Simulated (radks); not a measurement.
Initial-state core-level shifts of the manganese ion Mn+ when its valence configuration changes from [Ar] 3d5 4s1. Method: scalar-relativistic Kohn-Sham, r2SCAN, spin-polarised, spherical densities, finite nucleus; open shells are filled with parallel spins first; meta-GGA in the generalised Kohn-Sham scheme; Fermi nuclear charge, rms radius 3.7057 fm; computed with a radial shooting solver on a logarithmic mesh with Libxc functionals. Shifts are changes of the shell-averaged eigenvalues in eV (positive: less bound); the change of the density at the nucleus, which sets a Mossbauer isomer shift, is in e/bohr^3, on a base of 1.325e+04.

valence               1s       2p       3s       3p  density at nucleus
3d4 4s1 4p1       -8.399   -9.214   -8.074   -7.815              +3.129
3d3 4s2 4p1      -17.011  -18.849  -15.896  -15.359             +15.242
3d4 4s2           -7.383   -8.180   -7.076   -6.839              +9.457
3d5 4p1           -1.414   -1.317   -1.414   -1.416              -7.207
3d5.5 4s0.5       +2.484   +2.819   +2.478   +2.372              -4.483
3d6               +4.646   +5.261   +4.695   +4.501              -8.310
3d4.5 4s1.5       -3.598   -3.961   -3.491   -3.383              +4.172
3d3 4s1 4p2      -17.758  -19.619  -16.646  -16.090              +7.394
3d5 4s0.5 4p0.5   -0.709   -0.662   -0.711   -0.712              -3.665
